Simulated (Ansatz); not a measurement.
C$_{2}$H$_{5}$ClGeO, SMILES `O=C[CH](Cl)[GeH3]`, relaxed with RKS PBE0-D4/def2-TZVP in the Gaussian-basis code of Ansatz from a PBE-D4/def2-SVP geometry. The force threshold is 0.005 eV/Å; the program also tests the step.

Charge 0, multiplicity 1.

Start:

```xyz
10

O     1.245   -0.944   -1.966
C     0.807   -1.053   -0.842
C     0.748    0.027    0.203
Cl    1.715    1.474   -0.222
Ge   -1.158    0.616    0.477
H     0.352   -2.024   -0.467
H     1.100   -0.378    1.176
H    -1.632    1.271   -0.838
H    -2.033   -0.615    0.833
H    -1.144    1.626    1.646
```

(1) By how much does the energy fall, and how many steps does the optimiser take? (Estimate.)

(2) Which bonds change most? (Best estimate.)

(3) Give the relaxed structure. (Estimate.)

## Answers

(1) The calculation gave: 0.04 eV, in 6 steps, 1 of them rejected.

(2) The calculation gave: C3–Cl4 from 1.791 to 1.764 Å; C2–H6 from 1.136 to 1.113 Å; C3–H7 from 1.111 to 1.093 Å; C3–Ge5 from 2.013 to 1.997 Å.

(3) Ansatz gave: 
```xyz
10

O     1.220   -0.943   -1.942
C     0.793   -1.042   -0.829
C     0.746    0.036    0.199
Cl    1.718    1.451   -0.211
Ge   -1.147    0.612    0.470
H     0.345   -1.993   -0.461
H     1.092   -0.367    1.155
H    -1.623    1.260   -0.832
H    -1.998   -0.621    0.817
H    -1.144    1.607    1.634
```
